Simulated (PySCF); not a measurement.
**Two-component Hartree-Fock for Mg⁸⁺ (magnesium, charge +8)**

Start: [He] 2s2. Calculated with PySCF 2.14 in an uncontracted even-tempered set (18 s from 0.19 bohr⁻², ratio 2.6; 11 p from 0.25 bohr⁻², ratio 2.6; 8 d from 0.26 bohr⁻², ratio 2.8; 4 f from 6.7 bohr⁻², ratio 2.8): generalised Hartree-Fock with the X2C-1e Hamiltonian and a Gaussian nucleus; spin-orbit coupling (SO) screened by Boettger's factors.

| spinor shell | electrons | ε, screened SO (eV) | weight of nominal j (screened SO) | rms radius, screened SO (bohr) |
| --- | --- | --- | --- | --- |
| 1s1/2 | 2 | -1648.6 | 1.000 | 0.149 |
| 2s1/2 | 2 | -324.24 | 1.000 | 0.620 |

```json
{"quantity": "E (hartree)", "screened SO": "-162.26260"}
{"quantity": "M_J", "screened SO": "0"}
{"quantity": "⟨J²⟩", "screened SO": "0.000"}
{"quantity": "⟨L²⟩", "screened SO": "0.000"}
{"quantity": "⟨S²⟩", "screened SO": "0.000"}
```
